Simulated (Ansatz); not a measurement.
Ideal-gas functions of `[CH3][GeH2][F]` at 600 K and 1 bar, from an Ansatz frequency run at PBE0-D4/def2-TZVP.

Molar mass 108.66 g/mol, point group Cs (symmetry number 1), electronic degeneracy 1, moments of inertia 37.921, 81.915, 110.134 u Å². Harmonic wavenumbers (cm⁻¹, unscaled): 119, 197, 464, 621, 648, 684, 733, 856, 857, 878, 1268, 1449, 1453, 2160, 2164, 3066, 3155, 3166.

Use S(trans) = R[1.5 ln M + 2.5 ln T − 1.1517]; rotational temperatures θ = 24.2544 K / I; S(rot) = R[ln(√π/σ · √(T³/θAθBθC)) + 1.5]; for each mode x = 1.438777 ν̃/T, S = R[x/(eˣ − 1) − ln(1 − e⁻ˣ)] and H = RT x/(eˣ − 1); 1 cm⁻¹ = 0.0119627 kJ/mol; R = 8.31446 J/(mol·K).

Q: By hand: the entropy, in J/(mol·K).

A: Translation 181.9. Rotation: θ = 0.6396, 0.2961, 0.2202 K, giving 110.2. Vibration, mode by mode: 18.77, 14.63, 7.84, 5.73, 5.44, 5.07, 4.62, 3.66, 3.65, 3.51, 1.68, 1.18, 1.18, 0.29, 0.29, 0.04, 0.04, 0.04, in all 77.6. Electronic 0.0. Sum 369.7 J/(mol·K).

Q: By hand: H − E and G − E in kJ/mol, counted from the electronic energy.

A: Zero-point energy ½ × 23938 × 0.0119627 = 143.2; thermal vibration 25.7; translation, rotation and pV give 4 RT = 20.0. H − E = 188.9 kJ/mol, and G − E = 188.9 − 600 × 369.7/1000 = -32.9 kJ/mol.

Vibration gives 21 % of the entropy, 18.8 J/(mol·K) of it from the mode under 150 cm⁻¹: soft modes count most, and the harmonic formula is weakest for them.
